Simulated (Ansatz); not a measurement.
`C=C=[N][AlH2]` + `OP[SiH3]` → `O[P]([AlH2])[SiH3]` + `C=C=N` at 500 K and 1 bar (ligand exchange at the Al–N bond).

Computed with Ansatz on PBE0-D4/def2-TZVP structures; ΔE is electronic, products minus reactants. CCSD(T)/CBS adds triple-zeta CCSD(T) − MP2 to the extrapolated MP2 energy (def2 sets, frozen cores). This one scheme is used for every species. One conformer a species, not always the lowest.

| species | CCSD(T)/CBS energy (Eh) | H − E (kJ/mol) | S (J/(mol·K)) |
| --- | --- | --- | --- |
| `C=C=[N][AlH2]` | -375.19639 | 164.6 | 357.6 |
| `OP[SiH3]` | -708.19371 | 165.3 | 362.4 |
| `O[P]([AlH2])[SiH3]` | -950.80994 | 194.9 | 446.8 |
| `C=C=N` | -132.55079 | 140.3 | 282.8 |

H − E and S are ideal-gas, rigid-rotor, harmonic terms from PBE0-D4/def2-TZVP, for one conformer and one mirror image of each species. 1 Eh = 2625.50 kJ/mol, R = 8.31446 J/(mol·K).

By hand: ΔE, ΔH, ΔS and ΔG.

ΔE = (-950.80994) + (-132.55079) − (-375.19639) − (-708.19371) = 0.02937 Eh = 77.1 kJ/mol. Δ(H − E) = 194.9 + 140.3 − 164.6 − 165.3 = 5.3, so ΔH = 82.4 kJ/mol. ΔS = 446.8 + 282.8 − 357.6 − 362.4 = 9.6 J/(mol·K). ΔG = 82.4 − 500 × (9.6)/1000 = 77.6 kJ/mol.

By hand: the equilibrium constant, and the temperature at which ΔG would vanish if ΔH and ΔS stayed fixed.

log₁₀ K = −ΔG/(RT ln 10) = -8.1. ΔG = 0 at ΔH/ΔS = 8583 K, far beyond where these terms or the molecules hold.

The number of gas molecules stays the same, so ΔS is small and ΔH decides. A doubt of 5 kJ/mol in ΔE shifts log₁₀ K by 0.5 here. Other conformers and mirror images would add mixing entropy, several J/(mol·K) or more a flexible species. These are equilibria of isolated gas molecules and say nothing of rates. Largest T1 diagnostic: 0.015 (customary marks: 0.02 for closed shells, 0.045 for open ones).
